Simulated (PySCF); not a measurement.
CH6ClNO2Si, SMILES NC[Si](O)(O)Cl. Atoms are numbered in the order given.

```xyz
12

N      2.0245    -0.4077    -1.3651
C      1.0039    -1.2074    -0.6747
Si    -0.1342    -0.2113     0.4260
O      0.8376     0.5583     1.5171
O     -1.3058    -1.0502     1.2471
Cl    -1.1105     1.1970    -0.7887
H      1.5724     0.3160    -1.9263
H      2.5909     0.0908    -0.6773
H      1.4987    -1.9813    -0.0614
H      0.4071    -1.7626    -1.4194
H      0.4132     1.1085     2.1863
H     -2.1725    -1.1295     0.8320
```
Charge 0, spin multiplicity 1.

Coordinates come from a B3LYP-D3(BJ)/def2-SVP optimisation. The structure was generated by enumeration, and PubChem lists no compound with its InChIKey, so it may never have been made. One conformer was computed; it need not be the lowest.

Calculation: TDA-PBE/def2-SVPD in PySCF.

Vertical excitations. Isolated molecule, no solvent.

```tsv
state	energy (eV)	λ (nm)	f	main pairs
S1	4.57	271	0.013	HOMO→LUMO 100 %
S2	5.29	234	0.019	HOMO→LUMO+1 98 %
S3	5.69	218	0.009	HOMO→LUMO+2 99 %
S4	6.14	202	0.031	HOMO→LUMO+3 94 %
S5	6.43	193	0.028	HOMO→LUMO+4 94 %
S6	6.73	184	0.006	HOMO→LUMO+5 95 %
S7	6.82	182	0.006	HOMO−1→LUMO 75 %, HOMO→LUMO+6 23 %
S8	6.85	181	0.028	HOMO→LUMO+6 70 %, HOMO−1→LUMO 25 %
S9	6.98	178	0.039	HOMO−2→LUMO 96 %
S10	7.06	176	0.005	HOMO→LUMO+7 98 %
T1	4.49	276	0	HOMO→LUMO 100 %
T2	5.08	244	0	HOMO→LUMO+1 98 %
T3	5.50	225	0	HOMO→LUMO+2 99 %
T4	5.94	209	0	HOMO→LUMO+3 99 %
```
Triplets are in the Tamm–Dancoff approximation.
